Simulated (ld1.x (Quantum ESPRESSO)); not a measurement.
## oxygen: one change to a TM potential, before and after

ld1.x (Quantum ESPRESSO) 7.5 input, shortened:

```
&input
   title='O', zed=8., rel=1, dft='PBESOL', iswitch=3,
   config='[He] 2s2 2p4 3d-2'
 /
 &inputp
   pseudotype=2, tm=.true., lloc=2,
   nlcc=.true., new_core_ps=.true., rcore=0.80
 /
3
2S  1  0   2.00   0.00  0.85  0.85  0.0
2P  2  1   4.00   0.00  1.75  1.75  0.0
3D  3  2  -2.00  -0.10  1.55  1.55  0.0
 &test
   configts(1)='2s2 2p4'
 /
```

Change: wave 3d channel at -0.1 Ry: rc 1.55 bohr becomes 3d channel at -0.1 Ry: rc 2.04 bohr.

Cutoffs: the cutoffs (Ry, on a coarse ladder) from which the occupation-weighted sum of valence levels, in a spherical-Bessel basis at the reference potential, stays within 10 and 1 mRy of its value at 400 Ry; they do not see the model core or the augmentation charge, which bear on the density cutoff. Errors are all-electron minus pseudo energies relative to the spin-unpolarised reference configuration.

**Question.** How do hardness, ghosts and transferability respond?

**Answer.** The potential gets neither clearly harder nor softer (80 Ry and 180 Ry → 80 Ry and 180 Ry); of the 7 tests that both files solve, the error grows in 2 and shrinks in 0 by more than 15 % and 0.3 meV (median size 78.2 → 68.9 meV); neither file shows a bound ghost.

```csv
quantity,base,changed
"cutoff, loose",80 Ry,80 Ry
"cutoff, tight",180 Ry,180 Ry
loose cutoff by channel (10 mRy a level),"s 60 Ry, p 40 Ry","s 70 Ry, p 40 Ry"
bound ghosts,none,none
"error for 2s2 2p3, meV [ΔE 16.36 eV]",+37,+44
"error for 2s2 2p2, meV [ΔE 49.84 eV]",+345,+372
"error for 2s2 2p1, meV [ΔE 103.54 eV]",+1415,+1454
"error for 2s0 2p6, meV [ΔE 29.75 eV]",+22,+23
"error for 2s2 2p3.5, meV [ΔE 6.25 eV]",+5.1,+6.7
"error for 2s1 2p4, meV [ΔE 31.50 eV]",-78,-69
"error for 2s2 2p0, meV [ΔE 180.19 eV]",+4003,+4001
```
